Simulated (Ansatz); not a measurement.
Relaxation of C₄H₈SSi (14 atoms, charge 0, multiplicity 1), to a largest force component of 0.015 eV/Å in at most 40 steps.

Level of theory: Ansatz 0.2.0, RKS PBE0/def2-SVP.

```xyz
14
Properties=species:S:1:pos:R:3:forces:R:3
C -0.896 -0.581 1.109 -1.85 3.63 0.48
C 0.153 0.296 0.451 -0.66 -2.82 -1.80
C 1.419 -0.459 0.169 1.72 0.73 1.88
Si -0.615 0.673 -1.738 -4.23 -2.66 -4.12
C -0.169 1.428 -0.332 2.22 5.35 6.33
S -0.017 2.976 0.214 -0.36 -0.18 -0.56
H -0.576 -0.879 2.083 0.52 -0.59 1.07
H -1.151 -1.402 0.492 -0.37 -1.37 -0.52
H -1.851 0.069 1.299 1.36 -1.22 -0.38
H 2.205 0.181 -0.268 -0.18 -0.10 -0.25
H 1.274 -1.342 -0.423 0.01 -0.84 -0.46
H 1.888 -0.796 1.153 -0.55 0.22 -0.75
H 0.282 -0.053 -2.538 1.38 -0.89 -0.86
H -1.957 -0.139 -1.642 0.98 0.74 -0.06
```

Question: Where does it end, and by what steps?

Answer: The run converged. The force dipped under the threshold on the way, but the program's further checks kept it going. After 18 steps the energy has fallen by 2.744 eV; H8 moved furthest, 0.68 Å. Joined: C2–Si4.

| step | energy less start (eV) | largest force component (eV/Å) | accepted |
| --- | --- | --- | --- |
| 0 | 0.0000 | 6.333 | yes |
| 1 | -1.2492 | 4.423 | yes |
| 2 | -1.8502 | 1.741 | yes |
| 3 | -2.2662 | 0.822 | yes |
| 4 | -2.4304 | 1.615 | yes |
| 5 | -2.6377 | 1.141 | yes |
| 6 | -2.7153 | 0.439 | yes |
| 7 | -2.7380 | 0.178 | yes |
| 8 | -2.7408 | 0.036 | yes |
| 9 | -2.7419 | 0.029 | yes |
| 10 | -2.7422 | 0.021 | yes |
| 11 | -2.7425 | 0.025 | yes |
| 12 | -2.6777 | 1.158 | no |
| 13 | -2.7429 | 0.015 | yes |
| 14 | -2.7433 | 0.024 | yes |
| 15 | -2.7435 | 0.041 | yes |
| 16 | -2.7435 | 0.035 | yes |
| 17 | -2.7436 | 0.022 | yes |
| 18 | -2.7436 | 0.004 | yes |

```xyz
14
Properties=species:S:1:pos:R:3
C -0.932 -0.589 1.118
C -0.006 -0.038 0.049
C 1.427 -0.544 0.149
Si -0.612 0.455 -1.687
C -0.102 1.445 -0.190
S 0.059 2.770 0.703
H -0.577 -0.284 2.117
H -0.959 -1.689 1.078
H -1.961 -0.218 1.004
H 2.074 -0.131 -0.641
H 1.456 -1.642 0.074
H 1.859 -0.245 1.120
H 0.320 0.290 -2.833
H -2.057 0.393 -2.032
```

Whether the end is a true minimum wasn't checked by a vibrational analysis.

Time of the run: 83 s on 2 threads of Arm Neoverse V2 (shared host), peak memory 0.38 GiB.
